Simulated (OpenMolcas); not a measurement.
Cr2+: ligand-field states by method

Cr2+ with 6 ligands (fluoride) in trigonal antiprismatic coordination (D3d) at 2.11 Å, a polar angle of 62.1° against the regular 54.74°. A charge of +0.667 e stands 2.4 Å behind each ligand. Ligand basis ANO-RCC-VDZP.
```
Cr    0.0000    0.0000    0.0000
F     0.0000    1.8642    0.9883
F    -1.6145   -0.9321    0.9883
F     1.6145   -0.9321    0.9883
F     0.0000   -1.8642   -0.9883
F     1.6145    0.9321   -0.9883
F    -1.6145    0.9321   -0.9883
```

```yaml
Program: OpenMolcas
Basis: ANO-RCC-VTZP [6s5p3d2f1g]
Scalar_Hamiltonian: DKH2, point nucleus
Active_space: 4 electrons in 5 orbitals (3d)
State_averaging: 2S+1 = 5 even, 5 roots; 2S+1 = 3 even, 45 roots; 2S+1 = 1 even, 50 roots
Spin-orbit_coupling: RASSI with atomic mean-field integrals over the reference wave functions
```

I. CASSCF
II. SS-CASPT2, IPEA 0.25 Eh, imaginary shift 0.1 Eh (closed shells correlated: 3s 3p and the ligand valence shells)
III. SS-CASPT2, IPEA 0.25 Eh, imaginary shift 0.2 Eh (closed shells correlated: 3s 3p and the ligand valence shells)

Spin-free states (labels of D3, the rotations of D3d) in cm-1, each column counted from its own energy of the first state listed:

```json
{"State": "5E", "Degeneracy": "2", "I": "0", "II": "0", "III": "0"}
{"State": "5E", "Degeneracy": "2", "I": "7329", "II": "8140", "III": "8140"}
{"State": "5A1", "Degeneracy": "1", "I": "8791", "II": "9940", "III": "9930"}
{"State": "3A2", "Degeneracy": "1", "I": "14486", "II": "11500", "III": "11500"}
{"State": "3E", "Degeneracy": "2", "I": "15003", "II": "12320", "III": "12320"}
{"State": "3E", "Degeneracy": "2", "I": "20275", "II": "17090", "III": "17100"}
{"State": "3E", "Degeneracy": "2", "I": "20704", "II": "16990", "III": "16990"}
{"State": "3A1", "Degeneracy": "1", "I": "21065", "II": "17340", "III": "17350"}
{"State": "3A2", "Degeneracy": "1", "I": "21470", "II": "17520", "III": "17550"}
{"State": "3E", "Degeneracy": "2", "I": "22048", "II": "18250", "III": "18270"}
{"State": "3A2", "Degeneracy": "1", "I": "23460", "II": "18930", "III": "18940"}
{"State": "1A1", "Degeneracy": "1", "I": "24450", "II": "20640", "III": "20640"}
{"State": "3A1", "Degeneracy": "1", "I": "24494", "II": "19830", "III": "19840"}
{"State": "1E", "Degeneracy": "2", "I": "24701", "II": "20010", "III": "20010"}
{"State": "1E", "Degeneracy": "2", "I": "25651", "II": "20600", "III": "20600"}
{"State": "3A2", "Degeneracy": "1", "I": "26765", "II": "24530", "III": "24540"}
{"State": "3E", "Degeneracy": "2", "I": "26798", "II": "22150", "III": "22150"}
{"State": "3E", "Degeneracy": "2", "I": "27859", "II": "24480", "III": "24480"}
{"State": "3A1", "Degeneracy": "1", "I": "28375", "II": "25340", "III": "25340"}
{"State": "3E", "Degeneracy": "2", "I": "28434", "II": "25240", "III": "25250"}
```

From I to II, I's first state of the same spin (5E) moves from 7329 to 8140 cm-1, by about +810 cm-1.

From I to II, I's first state of another spin (3A2) moves from 14486 to 11500 cm-1, by about -3000 cm-1.

χT at 300 K: I 2.86, II 2.87, III 2.87 cm3 K/mol.

Roots that are degenerate in the reference are averaged as groups; the widest CASPT2 spread within a group is 150 cm-1 (the 2-fold group of multiplicity 1 near 54900 cm-1 above the lowest state of its run, III). Shifts and gaps below about the spread of the groups concerned are not significant. Over all roots computed the reference weight is 0.70 to 0.71 in II, 0.70 to 0.71 in III; a low but even weight reflects the number of correlated electrons. An orbital doublet at a regular site is open to a Jahn-Teller distortion, which this geometry leaves out. Ligand-to-metal charge-transfer states are missing. With no ligand orbital active B as a rule stays too high, so bands that hang on it stand too high and its fall with covalency is understated. Without dynamic correlation the repulsion within the d shell is too large (B by tens of per cent), so at a given field states of lower spin stand too high (holds for I). With metal d orbitals alone and no dynamic correlation the field as a rule comes out too small, by tens of per cent, by up to half for chloride and softer ligands (holds for I). With one d shell and no ligand orbital active, 10Dq can be off by tens of per cent for divalent 3d ions, low with halides held by bare charges and at times high in hosts (holds for II; III). Free-ion shares, where given, are those of the reference states; single-state CASPT2 does not remix them (holds for II; III). No measured value stands beside these numbers; the geometry is a model, was not optimised and need not be the one that this ion takes.
